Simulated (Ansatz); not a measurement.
`[F][Nb]([F])([F])([F])[Cl]` + H–F → `[F][Nb]([F])([F])([F])[F]` + HCl  (ligand exchange at the Nb–Cl bond)

Computed with Ansatz on PBE0-D4/def2-TZVP structures; ΔE is electronic, products minus reactants. CCSD(T)/CBS adds triple-zeta CCSD(T) − MP2 to the extrapolated MP2 energy (def2 sets, frozen cores). This one scheme is used for every species. Functionals use def2-TZVPP. B3LYP here is the variant with VWN-RPA as its local correlation; programs differ in this. Elements past krypton have def2 core potentials. For Nb outer-core shells are correlated without core-valence functions, which leaves a few kJ/mol of doubt a bond.

| level | ΔE (kJ/mol) |
| --- | --- |
| r2SCAN-D4 | -28.1 |
| r2SCAN0-D4 | -24.5 |
| B3LYP | -31.8 |
| CCSD/def2-SVP | -40.6 |

(1) What does CCSD(T)/CBS give? (Best estimate.)

(2) What do rigid-rotor, harmonic-oscillator terms from PBE0-D4/def2-TZVP frequencies (298.15 K, 1 bar) make of the CCSD(T)/CBS value? (An estimate is asked.)

Largest T1 diagnostic among the species: 0.020, so the coupled-cluster value is less sure than usual.

Results:

(1) Computed: -19.6 kJ/mol. The listed levels differ from it by -8.5, -4.9, -12.2, -21.0 kJ/mol.

(2) Ansatz gave: ΔZPE = -4.4 kJ/mol, ΔH = -24.9 kJ/mol, ΔS = -9 J/(mol·K), ΔG = -22.2 kJ/mol.

The D4 term adds +3.9 kJ/mol with B3LYP and +2.2 kJ/mol with PBE0; it sums over pairs of atoms, weighted by their polarisabilities, and B3LYP, whose exchange is more repulsive, gets the larger term. At CCSD(T), def2-SVP lies −18.1 kJ/mol from the extrapolated value and def2-TZVPP −5.0 kJ/mol.
